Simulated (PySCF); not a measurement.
ClSi, SMILES [Si]Cl (connectivity only; charge and spin as stated), charge +1, multiplicity 1. The structure is a stationary point at PBE-D3(BJ)/def2-TZVPD.

TDA-PBE/def2-TZVPD run with PySCF 2.14.0 puts the lowest singlet excitations at 5.22, 5.38, 5.38, 5.48, 5.48, 7.03 eV.

What are the lowest excitation roots from ADC(2)/aug-cc-pVDZ in PySCF? (An estimate is asked for; the answer gives what the named calculation found.)

5.60, 5.60, 5.97, 5.97, 5.98, 6.74 eV. S1 differs by 0.38 eV (second minus first; roots are paired by order, and the bases may differ).
